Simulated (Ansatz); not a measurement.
The first iterations of a band of C₂H₉ClSi₃ (15 atoms, charge 0, multiplicity 1).

Method: Ansatz 0.2.0, RKS PBE0-D4/STO-3G.

```yaml
movable_images: 7
climbing_image: yes
spring: 2.0 to 10.0 eV/Å², energy-weighted
optimiser: quadratic models (default)
start_path: through a guess of the saddle point
force_threshold: 0.05 eV/Å
iteration_limit: 13
end_points: relaxed
```

Initial state:

```xyz
15
Properties=species:S:1:pos:R:3
Si -1.083 -2.004 0.230
Si 0.059 -0.082 0.140
C 1.932 -0.287 0.076
Cl 2.478 -1.342 -1.333
C -0.542 1.305 -0.985
Si -0.642 1.867 0.803
H -0.917 -2.773 -0.981
H -2.488 -1.726 0.406
H -0.639 -2.805 1.346
H 2.445 0.678 -0.055
H 2.340 -0.768 0.978
H -1.478 1.153 -1.523
H 0.198 1.783 -1.628
H 0.280 2.900 1.205
H -1.965 2.050 1.349
```

Final state:

```xyz
15
Properties=species:S:1:pos:R:3
Si -1.094 -1.997 0.222
Si 0.048 -0.074 0.147
C 1.919 -0.272 0.262
Cl 2.588 -1.395 -1.037
C -0.454 1.258 -1.089
Si -0.717 1.897 0.657
H -2.509 -1.719 0.281
H -0.734 -2.754 1.398
H -0.836 -2.812 -0.942
H 2.442 0.687 0.129
H 2.244 -0.706 1.220
H -1.337 1.075 -1.701
H 0.339 1.711 -1.683
H 0.162 2.955 1.091
H -2.083 2.095 1.073
```

| iteration | highest image above the first end (eV) | largest band force component (eV/Å) |
| --- | --- | --- |
| 1 | 59.455 | 134.704 |
| 2 | 18.190 | 42.720 |
| 3 | 8.314 | 21.277 |
| 4 | 2.632 | 7.896 |

Problem. Does the band converge within its limit, and where does its top end?

Solution. The run ended unconverged. It ended after 13 iterations with the highest image 0.027 eV above the first end. The band didn't meet its force threshold, so its energies are provisional: the largest band force was still 0.83 eV/Å, and over the last iterations the top stayed at 0.03 eV. Neighbouring images lie up to 1.8 Å apart, so the band is torn or far too coarse. Limits of this set-up: minimal basis.

Run time: 12 min on 1 thread of Arm Neoverse N1 (shared host), peak memory 0.16 GiB.
